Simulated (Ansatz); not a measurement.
Born–Oppenheimer molecular dynamics of CH₆F₂O₂Si₂ (13 atoms, charge 0, multiplicity 1). It starts from a relaxed structure.

Computed with Ansatz 0.2.0, RKS revPBE/STO-3G.

```yaml
ensemble: NVE (velocity Verlet)
time_step: 0.5 fs
steps_asked: 150
starting_velocities_drawn_for: 1000 K
seed: 796997
```

First frame:

```xyz
13
Properties=species:S:1:pos:R:3
Si 0.001 -0.212 -0.145
F 0.177 -0.136 1.500
O 1.482 0.097 -0.999
C 2.457 -0.986 -0.763
H 2.092 -2.000 -1.076
H 3.360 -0.751 -1.377
H 2.794 -1.065 0.306
F -0.991 1.022 -0.602
O -0.610 -1.740 -0.619
Si -1.783 -2.453 0.429
H -1.200 -2.903 1.697
H -2.895 -1.551 0.746
H -2.298 -3.614 -0.289
```

**Question.** What does the run give?

**Answer.** The run went to its last step.

```yaml
steps_done: 150
time_covered: 75 fs
mean_temperature_over_the_second_half: 486 K
spread_of_the_potential_energy_over_the_second_half: 17.6 meV per atom
mean_potential_energy_of_the_second_half_above_the_start: 56.3 meV per atom
```

The conserved energy stayed within 0.19 meV per atom of its start (net change 0.19 meV per atom), so the integration is sound. The temperature averaged 0.49 of the 1000 K drawn at the start: a run that starts near a minimum puts about half its kinetic energy into the potential. A run of 0.075 ps of so small a system gives no equilibrium averages. Limits of this set-up: minimal basis.

**Question.** What happens to the structure?

**Answer.** The same pairs are bonded in the first frame and the last. Pairs count as bonded within 1.25 times the sum of covalent radii (0.12 Å more for H–H). Another seed would give other details.

**Question.** How do temperature and energy run in time?

**Answer.** 
```tsv
time (fs)	T (K)	potential energy less start (eV)	conserved less start (meV/atom)
0.0	1000	0.000	0.00
2.5	826	0.249	0.14
5.0	637	0.518	0.14
7.5	510	0.698	0.14
10.0	417	0.831	0.12
12.5	307	0.986	0.13
15.0	210	1.125	0.18
17.5	277	1.031	0.16
20.0	433	0.807	0.07
22.5	442	0.796	0.15
25.0	494	0.721	0.14
27.5	584	0.592	0.10
30.0	622	0.539	0.10
32.5	575	0.606	0.09
35.0	448	0.788	0.18
37.5	478	0.745	0.14
40.0	548	0.643	0.05
42.5	433	0.807	0.13
45.0	323	0.964	0.15
47.5	329	0.956	0.17
50.0	493	0.722	0.13
52.5	661	0.483	0.06
55.0	675	0.464	0.16
57.5	743	0.366	0.10
60.0	746	0.362	0.09
62.5	608	0.559	0.11
65.0	426	0.818	0.15
67.5	319	0.970	0.15
70.0	312	0.981	0.14
72.5	328	0.957	0.08
75.0	246	1.075	0.19
```

Run time: 9.1 min on 1 thread of Arm Neoverse V2 (shared host), peak memory 0.082 GiB.
